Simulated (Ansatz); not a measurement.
Start from `C[SiH2]C(F)(F)Cl` and change one atom or group to get `COC(F)(F)Cl`.

Ansatz, PBE0-D4/def2-TZVP geometries, multiplicity 1. Each molecule was computed in one conformer, which needn't be the lowest.

```tsv
property	`C[SiH2]C(F)(F)Cl`
HOMO energy (ωB97M-V/def2-TZVPP) / eV	-10.95
HOMO energy (PBE0/def2-TZVPP) / eV	-8.71
HOMO energy (PBE/def2-TZVPP) / eV	-7.31
size of the dipole moment (PBE/def2-TZVPP) / D	2.38
HOMO–LUMO gap (PBE/def2-TZVPP) / eV	6.51
LUMO energy (ωB97M-V/def2-TZVPP) / eV	1.98
```

(1) What does the change do to each property? (An estimate is asked.)

## Answers

(1) The calculation gave: 
| property | `COC(F)(F)Cl` | shift |
| --- | --- | --- |
| HOMO energy (ωB97M-V/def2-TZVPP) / eV | -11.63 | -0.68 |
| HOMO energy (PBE0/def2-TZVPP) / eV | -9.26 | -0.55 |
| HOMO energy (PBE/def2-TZVPP) / eV | -7.60 | -0.29 |
| size of the dipole moment (PBE/def2-TZVPP) / D | 2.17 | -0.21 |
| HOMO–LUMO gap (PBE/def2-TZVPP) / eV | 6.92 | 0.41 |
| LUMO energy (ωB97M-V/def2-TZVPP) / eV | 2.78 | 0.80 |

With PBE0 the HOMO falls by 0.55 eV and the LUMO rises by 0.27 eV, so the gap widens by about 0.82 eV. PBE moves the HOMO by -0.29 eV and ωB97M-V by -0.68 eV. The zero-point energy changes by -28.0 kJ/mol with -6 modes. Dipoles are sizes alone; their direction can turn.

Positive LUMOs are unbound, so they and the gaps depend on the basis.
